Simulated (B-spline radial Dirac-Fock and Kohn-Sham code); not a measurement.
Sm 3s: cross section and angular parameters

System: neutral samarium, configuration [Xe] 4f6 6s2; threshold 1723.0 eV (tabulated edge). Model: Dirac-Hartree-Slater photoionisation with a Latter tail; cross sections with all multipoles, angular parameters from the dipole term and its interference with E2. Program: a radial atomic solver.

For linearly polarised light dσ/dΩ = σ/(4π) [1 + β P₂(cos θ) + (δ + γ cos²θ) sin θ cos φ], with θ from the polarisation vector and φ the angle between the beam and the projection of the electron momentum on the plane normal to the polarisation.

```tsv
hν (eV)	σ (kb)	β	γ
1980	40.5	1.962	0.901
2640	26.6	1.969	0.447
3260	19.0	1.973	0.214
4000	13.5	1.975	0.043
4500	11.0	1.976	-0.031
4940	?	?	?
6000	6.49	1.979	-0.129
6650	5.34	1.979	-0.134
7020	4.82	1.979	-0.131
8047.8	3.71	1.980	-0.104
9930	2.45	1.980	-0.002
13500	1.30	1.980	0.282
15000	1.04	1.980	0.411
```

**Question.** Give the values at 4940 eV.

**Answer.** σ = 9.30 kb, β = 1.977, γ = -0.076. For an s subshell δ is negligible.

Values without a named source are computed, but for edge energies of neutral atoms, which are taken from tables.
